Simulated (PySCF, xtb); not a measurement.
Zn(Me)(OH) (CH4OZn), SMILES [CH3][Zn][OH].

GFN2-xTB (xtb) at its own geometry gives an orbital gap of 4.66 eV and a dipole moment of 2.05 D.

Geometry optimised at PBE0-D3(BJ)/def2-TZVP. The isomer is the one that the SMILES or the coordinates give; other isomers of the formula were not compared. Other conformers were not sampled.

**Question.** What does CAM-B3LYP/def2-TZVPD (PySCF) give? (Estimate from the structure and the level; the computed values follow.)

**Answer.** gap 9.71 eV (levels -9.60 and 0.11 eV), dipole 1.88 D.
